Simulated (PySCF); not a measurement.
A side-by-side comparison of computed properties.

First species: C₄H₁₁NOSi.
SMILES with atom numbers: `[OH:1][SiH2:2][NH:3][CH:4]1[CH2:5][CH2:6][CH2:7]1` (hydrogens: H8 on O1; H9, H10 on Si2; H11 on N3; H12 on C4; H13, H14 on C5; H15, H16 on C6; H17, H18 on C7)

Second species: C5H7P.
Cartesian coordinates in Å at the GFN2-xTB level; atoms count from 1:
```xyz
13
C5H7P angstrom
C     -2.015    0.104    0.327
C     -0.557    0.042    0.018
C      0.251   -1.027    0.168
C      1.621   -0.795   -0.204
C      1.870    0.453   -0.640
P      0.348    1.414   -0.771
H     -2.226    0.907    1.033
H     -2.586    0.306   -0.579
H     -2.357   -0.837    0.753
H     -0.076   -1.978    0.560
H      2.370   -1.566   -0.110
H      2.825    0.822   -0.974
H      0.527    2.154    0.401
```

Levels: PBE0/def2-SVPD for dipole moment, HOMO energy, LUMO energy, HOMO–LUMO gap, static isotropic polarisability and electronic spatial extent ⟨r²⟩ about the centre of nuclear charge; TDDFT PBE0/def2-SVPD for lowest singlet excitation; TDA PBE0/def2-SVPD for lowest triplet excitation (Tamm–Dancoff); GFN2-xTB for rotational constant A and rotational constant C. Geometries: GFN2-xTB. Each species is one conformer at its optimised geometry, gas phase, non-relativistic unless stated; the electronic structure was computed with PySCF and density fitting.

The conformers computed, where there is a choice (atom-mapped SMILES and torsion angles):
- `[OH:1][SiH2:2][NH:3][CH:4]1[CH2:5][CH2:6][CH2:7]1`: O1–Si2–N3–C4 -52°, Si2–N3–C4–C5 162°, H–O1–Si2–N3 -51°

Values for the first species:

```
Dipole moment                                                     : 1.72 D
HOMO energy                                                       : -6.77 eV
LUMO energy                                                       : 0.35 eV
HOMO–LUMO gap                                                     : 7.12 eV
Lowest singlet excitation                                         : 5.99 eV
Lowest triplet excitation (Tamm–Dancoff)                          : 5.78 eV
Static isotropic polarisability                                   : 82.8 au
Electronic spatial extent ⟨r²⟩ about the centre of nuclear charge : 1224 bohr²
Rotational constant A                                             : 5.498 GHz
Rotational constant C                                             : 1.018 GHz
```

Problem. Estimate the same properties for the second species, and the change in each.

Solution. 
```json
{"property": "dipole moment", "first": "1.72 D", "second": "0.94 D", "second less first": "-0.78 D"}
{"property": "HOMO energy", "first": "-6.77 eV", "second": "-6.50 eV", "second less first": "+0.27 eV"}
{"property": "LUMO energy", "first": "0.35 eV", "second": "-1.05 eV", "second less first": "-1.40 eV"}
{"property": "HOMO–LUMO gap", "first": "7.12 eV", "second": "5.45 eV", "second less first": "-1.67 eV"}
{"property": "lowest singlet excitation", "first": "5.99 eV", "second": "4.61 eV", "second less first": "-1.38 eV"}
{"property": "lowest triplet excitation (Tamm–Dancoff)", "first": "5.78 eV", "second": "2.93 eV", "second less first": "-2.85 eV"}
{"property": "static isotropic polarisability", "first": "82.8 au", "second": "80.8 au", "second less first": "-2.0 au"}
{"property": "electronic spatial extent ⟨r²⟩ about the centre of nuclear charge", "first": "1224 bohr²", "second": "661 bohr²", "second less first": "-563 bohr²"}
{"property": "rotational constant A", "first": "5.498 GHz", "second": "4.890 GHz", "second less first": "-0.608 GHz"}
{"property": "rotational constant C", "first": "1.018 GHz", "second": "1.914 GHz", "second less first": "+0.896 GHz"}
```

On the first: The 8 singlets span 5.99 to 7.77 eV, and their oscillator strengths add up to 0.15. The vertical singlet–triplet gap S1 − T1 is 0.21 eV (TDDFT singlet less Tamm–Dancoff triplet; S1: HOMO→LUMO, weight 0.95; T1: HOMO→LUMO, weight 0.92).

On the second: No computed singlet falls in the visible range (750 to 380 nm, 1.65 to 3.26 eV); S1 lies 1.35 eV above its blue end. The polarisability is 11.98 Å³ as a volume (1 au = 0.148185 Å³), or 1.55 au for each of the 52 electrons.
